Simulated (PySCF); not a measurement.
## C₆ coefficients of unlike pairs at PBE0

Calculated with PySCF 2.14 from the dipole response of each species, C₆(A,B) = (3/π) ∫ α_A(iu) α_B(iu) du, in atomic units, from isotropic polarisabilities. For ions this is the dispersion term alone; charge-induced terms of lower order in 1/R come first.

```csv
species,configuration,basis,relativity,α (bohr³),C₆ (like pair)
Hf(2+),[Xe] 4f14 5d2 (3F),"aug-cc-pVTZ-PP with one added diffuse shell each of s, p, d, f, g type with ECP60MDF (7s7p6d4f3g)",core potential,14.84,73.35
Rh(2+),[Kr] 4d7 (4F),aug-cc-pVTZ-PP with ECP28MDF (6s6p5d3f2g),core potential,7.386,39.27
Ar(2+),[Ne] 3s2 3p4 (3P),dyall-av2z (13s9p2d),none,4.718,16.94
Pd,[Kr] 4d10 (1S),"x2c-QZVPPall with one added diffuse shell each of s, p, d, f, g type (14s9p8d5f3g)",spin-free X2C,26.96,193.3
```

**Question.** Estimate C₆ for Rh(2+) with Hf(2+).

**Answer.** The integral gives 51.97. The combination rule 2 C_A C_B / (C_A α_B/α_A + C_B α_A/α_B) gives 49.91 and the geometric mean 53.67.

No spin-orbit coupling is included.

The other pairs:

| pair | C₆ |
| --- | --- |
| Pd, Rh(2+) | 82.19 |
| Pd, Hf(2+) | 118.6 |
| Ar(2+), Hf(2+) | 34.13 |
| Ar(2+), Rh(2+) | 25.71 |
| Pd, Ar(2+) | 53.96 |
